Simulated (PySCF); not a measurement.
Geometry (Å), atoms numbered from 1 in this order:
```xyz
18

C    -2.186   -1.382    0.030
Si   -1.216    0.255   -0.013
C    -1.814    1.406    1.380
C     0.606   -0.140    0.296
C     1.608    0.130   -0.539
C     3.000   -0.215   -0.212
O     3.377   -0.755    0.799
O     3.851    0.143   -1.190
H    -3.246   -1.214   -0.139
H    -2.082   -1.878    0.990
H    -1.837   -2.070   -0.734
H    -1.356    0.909   -1.324
H    -1.706    0.937    2.354
H    -2.861    1.662    1.254
H    -1.248    2.333    1.398
H     0.882   -0.628    1.225
H     1.461    0.612   -1.493
H     4.758   -0.096   -0.946
```

[PySCF: GFN2-xTB geometry; σ from GIAO-PBE0/pcSseg-1; no relativistic terms; a single conformation; rapidly exchanging positions averaged; no solvent model]

δ = σ(ref) − σ, references computed at the same level: TMS for 13C (σref 186.93) and 1H (σref 31.72) and 29Si (σref 349.16); H2O for 17O (σref 336.08).

```tsv
atoms	nucleus	count	δ (ppm)
H9/H10/H11/H13/H14/H15	1H	6	0.25
O7	17O	1	?
H17	1H	1	6.55
C1/C3	13C	2	?
H16	1H	1	?
O8	17O	1	211.6
C6	13C	1	169.7
C4	13C	1	162.8
H12	1H	1	?
H18	1H	1	6.11
Si2	29Si	1	-18.3
C5	13C	1	140.1
```

Complete the table.

Answers


- C1/C3: -2.6 ppm, methyl carbon bonded to Si; an electropositive neighbour leaves it electron-rich and shielded
- H16: 7.96 ppm, hydrogen on a β carbon of a C=C–C=O unit; olefinic region
- H12: 4.64 ppm, hydrogen on a silicon bonded to 3 C
- O7: 410.5 ppm, carbonyl oxygen

OH/NH shifts are gas-phase values; hydrogen bonding in solution moves them, usually downfield. Shifts are as computed. Against solution values, carbons near 30 ppm lie about +3 ppm off and those near 130 ppm about +5 ppm. Of 1211 compounds with measured shifts, 218 miss one by over three times the rms of a fit or turn the order of signals round; such compounds aren't used in these exercises. In solution the two oxygens of a carboxylic acid exchange roles by proton transfer and give one 17O line. Hydrogen bonding in solution shields acid and N–H amide carbonyl oxygens by tens of ppm. Hydrogen bonding in solution deshields acid and N–H amide carbonyl carbons by as much as 10 ppm beyond these values. Unscaled 17O shifts of doubly bonded oxygen tend to come out too high, by tens of ppm or more. Experimental scales use liquid or dissolved standards, which lie at an offset from isolated H2O (liquid H2O: subtract about 36 ppm).
